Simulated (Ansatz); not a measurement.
C2H3Cl2FSi2, SMILES `F[SiH](Cl)C#C[SiH2]Cl`, relaxed with RKS PBE0-D4/def2-TZVP in Ansatz 0.2.0 from a PBE-D4/def2-SVP geometry. The force threshold is 0.005 eV/Å; the program also tests the step.

Total charge 0; spin multiplicity 1.

Start:

```xyz
10

F    -0.811    3.025   -1.231
Si   -0.444    1.554   -1.828
Cl   -2.065    0.865   -2.896
C    -0.128    0.421   -0.431
C     0.104   -0.358    0.501
Si    0.439   -1.517    1.889
Cl    2.386   -2.221    1.733
H     0.742    1.684   -2.719
H     0.284   -0.783    3.184
H    -0.508   -2.672    1.797
```

```json
{"step": "1", "energy (eV)": "-45627.0103", "largest force (eV/Å)": "1.549", "largest move (Å)": "0.000"}
{"step": "2", "energy (eV)": "-45627.0917", "largest force (eV/Å)": "0.616", "largest move (Å)": "0.048"}
{"step": "3", "energy (eV)": "-45627.1043", "largest force (eV/Å)": "0.178", "largest move (Å)": "0.023"}
{"step": "4", "energy (eV)": "-45627.1050", "largest force (eV/Å)": "0.061", "largest move (Å)": "0.016"}
{"step": "5", "energy (eV)": "-45627.1052", "largest force (eV/Å)": "0.003", "largest move (Å)": "0.007"}
```

End:

```xyz
10

F    -0.792    2.978   -1.230
Si   -0.444    1.542   -1.804
Cl   -2.036    0.871   -2.869
C    -0.138    0.419   -0.415
C     0.100   -0.351    0.493
Si    0.434   -1.501    1.869
Cl    2.355   -2.186    1.713
H     0.729    1.655   -2.684
H     0.285   -0.779    3.149
H    -0.492   -2.649    1.777
```

Run time 18 s (2 threads of an AMD EPYC 7R13 on a shared host and a share of an NVIDIA H100 80 GB); peak host memory 0.94 GiB.
